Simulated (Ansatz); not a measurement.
```yaml
crystal:
  periodic: [false, false, false]
  atoms:
    - {symbol: Mg, position_ang: [0.481968, -2.757317, -2.750677]}
    - {symbol: O, position_ang: [-0.002994, -2.979976, -0.931336]}
    - {symbol: Mg, position_ang: [0.057865, -2.879832, 0.996336]}
    - {symbol: O, position_ang: [0.568679, -2.825210, 2.823940]}
    - {symbol: O, position_ang: [0.016974, -0.932803, -2.972639]}
    - {symbol: Mg, position_ang: [-0.578884, -0.988655, -0.987342]}
    - {symbol: O, position_ang: [-0.667600, -0.989499, 0.995277]}
    - {symbol: Mg, position_ang: [0.074056, -0.993167, 2.879530]}
    - {symbol: Mg, position_ang: [0.074322, 0.994782, -2.873194]}
    - {symbol: O, position_ang: [-0.667344, 0.994128, -0.988638]}
    - {symbol: Mg, position_ang: [-0.574293, 0.992696, 0.994145]}
    - {symbol: O, position_ang: [0.021870, 0.934610, 2.979560]}
    - {symbol: O, position_ang: [0.576403, 2.824739, -2.817970]}
    - {symbol: Mg, position_ang: [0.066927, 2.881366, -0.990118]}
    - {symbol: O, position_ang: [0.010213, 2.981240, 0.937624]}
    - {symbol: Mg, position_ang: [0.494737, 2.757002, 2.756902]}
basis:
  gaussian: {orbitals: def2-TZVP, initial_orbitals: start.molden}
total_charge: -1
magnetization: {spin_polarized: true, initial_magnetization: 1}
hamiltonian: {xc: pbe0, dispersion: d4}
scf: {omitted_lower_state_checks: [starts]}
output: {orbitals: {seedname: orbitals}}
```

The file start.molden holds the orbitals of an earlier run on this structure, at another level or in another basis.

```sh
$ ansatz run in.yaml --threads 4 --pin off --events-out ev --progress --plain --max-ram 6963MiB
```

**Question.** Does this run fit into the memory that it is given?

**Answer.** No. It has 504 basis functions, and Ansatz plans for 10 GiB where 7 GiB are given.
